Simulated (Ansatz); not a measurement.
The inner images of a band of BCl2F + H2 (6 atoms, charge 0, multiplicity 1) are given out of order.

All numbers below come from RKS PBE/def2-SVP in Ansatz 0.2.0.

Image 0:

```xyz
6
Properties=species:S:1:pos:R:3
B 0.008 0.562 0.082
Cl -0.033 0.940 1.796
Cl 1.505 0.611 -0.831
F -1.118 0.241 -0.537
H 0.412 -2.639 0.629
H 0.286 -2.322 1.318
```

Image 8:

```xyz
6
Properties=species:S:1:pos:R:3
B 0.119 -0.357 -0.612
Cl 0.058 -0.116 2.608
Cl 1.531 0.618 -0.987
F -1.085 0.176 -0.741
H 0.237 -1.528 -0.322
H 0.200 -1.401 2.509
```

Task: Put them in order from the first end to the last, with their energies above the first end.
A.
```xyz
6
Properties=species:S:1:pos:R:3
B 0.108 -0.304 0.027
Cl 0.080 0.149 2.105
Cl 1.585 0.310 -0.737
F -1.099 -0.010 -0.465
H 0.225 -1.600 0.272
H 0.161 -1.151 1.254
```
B.
```xyz
6
Properties=species:S:1:pos:R:3
B 0.119 -0.418 -0.403
Cl 0.082 -0.085 2.553
Cl 1.560 0.475 -0.846
F -1.077 0.114 -0.585
H 0.210 -1.572 -0.026
H 0.166 -1.120 1.763
```
C.
```xyz
6
Properties=species:S:1:pos:R:3
B 0.048 0.221 0.193
Cl -0.013 0.651 1.906
Cl 1.542 0.342 -0.727
F -1.078 -0.068 -0.443
H 0.315 -2.016 0.408
H 0.246 -1.738 1.121
```
D.
```xyz
6
Properties=species:S:1:pos:R:3
B 0.080 -0.046 0.206
Cl 0.025 0.409 1.989
Cl 1.558 0.290 -0.721
F -1.082 -0.091 -0.449
H 0.275 -1.741 0.347
H 0.205 -1.427 1.084
```
E.
```xyz
6
Properties=species:S:1:pos:R:3
B 0.113 -0.412 -0.217
Cl 0.099 0.012 2.292
Cl 1.575 0.391 -0.764
F -1.092 0.067 -0.485
H 0.207 -1.593 0.126
H 0.158 -1.072 1.504
```
F.
```xyz
6
Properties=species:S:1:pos:R:3
B 0.124 -0.394 -0.527
Cl 0.064 -0.089 2.653
Cl 1.544 0.555 -0.924
F -1.077 0.147 -0.640
H 0.236 -1.561 -0.219
H 0.169 -1.264 2.114
```
G.
```xyz
6
Properties=species:S:1:pos:R:3
B 0.027 0.407 0.140
Cl -0.030 0.852 1.839
Cl 1.525 0.458 -0.771
F -1.089 0.043 -0.470
H 0.352 -2.319 0.502
H 0.275 -2.049 1.216
```

Result: G (+0.5 kcal/mol), C (+3.9 kcal/mol), D (+15.3 kcal/mol), A (+30.8 kcal/mol), E (+21.8 kcal/mol), B (+16.5 kcal/mol), F (+15.4 kcal/mol).

Time of the run: 5.5 min on 1 thread of Arm Neoverse V2 (shared host), peak memory 0.13 GiB.
